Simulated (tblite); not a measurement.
C$_{2}$H$_{2}$N$_{3}$ (SMILES [c]1nc[nH]n1), doublet, at a GFN2-xTB geometry; GFN1-xTB (tblite 0.6.0).

Here is a job for tblite.
```
$ tblite run mol.xyz --method gfn1 --charge 0 --spin 1 --efield 0,0,0.1 --json tblite.json --no-restart

# file mol.xyz
7

C      1.15103063    -0.07704044    -0.13352496
N      0.38739531    -1.12905291    -0.11468461
N     -0.84080544    -0.58618564     0.05691775
C     -0.72106642     0.75689317     0.12845024
N      0.54227761     1.09498140     0.00861816
H     -1.66218032    -1.17101222     0.11174962
H     -1.53967730     1.43369588     0.26273960
```

Q: Predict the main parts of the log of this tblite run.

A: 
```
xTB calculator
 | screened Coulomb repulsion
 | Coulomb electrostatics
 |  * isotropic Klopman-Ohno-Mataga-Nishimoto electrostatics
 |  * onsite third-order electrostatics
 | DFT-D3(BJ) dispersion correction
 | Interactions (1)
 | [1] electric field

halogen bonding energy    0.0000000000000E+00 Eh
repulsion energy          1.5783773784272E-01 Eh
dispersion energy        -1.9891903619156E-03 Eh
interaction energy        0.0000000000000E+00 Eh
number of electrons       2.5000000000000E+01 e
integral cutoff           1.9731147476801E+01 bohr

------------------------------------------------------------
  cycle        total energy    energy error   density error
------------------------------------------------------------
      1     -14.59499202120  -1.4750841E+01   4.4566980E-01
      2     -14.73292160658  -1.3792959E-01   2.4859659E-01
      3     -14.73621795728  -3.2963507E-03   1.2212340E-01
      4     -14.73788352994  -1.6655727E-03   1.9137225E-02
      5     -14.73881913701  -9.3560707E-04   3.6676486E-03
      6     -14.73883170702  -1.2570008E-05   6.2796009E-04
      7     -14.73883221668  -5.0965963E-07   1.8309311E-04
      8     -14.73883225246  -3.5779655E-08   7.9037724E-05
      9     -14.73883226735  -1.4889972E-08   1.6317138E-05
------------------------------------------------------------

electronic energy        -1.4894680814828E+01 Eh
total energy             -1.4738832267347E+01 Eh

Post processing:
 | Mayer-Wiberg bond orders

[Info] JSON dump of results written to 'tblite.json'
```
